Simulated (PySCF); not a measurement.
Structure elucidation problem

An unknown has the formula C₃H₉BO₃. Its calculated NMR data are:

¹H NMR (400 MHz, computed): δ 3.55 (s, 9H).

¹³C{¹H} NMR (computed): δ 54.9 (CH3, 3C).

- B97-2/pcSseg-2 with gauge-including orbitals
- PBE0-D3(BJ)/def2-TZVP geometry
- program: PySCF 2.14.0 with density-fitted response routines
- averaged over atoms made equivalent by symmetry, fast rotation or ring inversion, in vacuum, no relativistic terms, one conformer

Scale: ¹H (σ = 31.64 ppm), ¹³C (σ = 185.38 ppm) against TMS (reference shieldings calculated alike).

**Question.** Propose a structure and justify it.

**Answer.** 
- 1 carbon signal for 3 carbons: some carbons are equivalent by symmetry or fast rotation.
- Carbon types of the structure: 3 × CH3, which accounts for all hydrogens.
- δC 54.9: methyl carbon bonded to O; the inductive effect lowers its shielding.
- δH 3.55: hydrogen on a methyl carbon bonded to O; its carbon carries O, an electronegative neighbour.

The compound is `InChI=1S/C3H9BO3/c1-5-4(6-2)7-3/h1-3H3`.

This is the structure that produced the data.

Shifts are as computed. Against solution values, carbons near 30 ppm lie about +3 ppm off and those near 130 ppm about +7 ppm. Of 1211 compounds with measured shifts, 218 miss one by over three times the rms of a fit or turn the order of signals round; such compounds aren't used in these exercises.
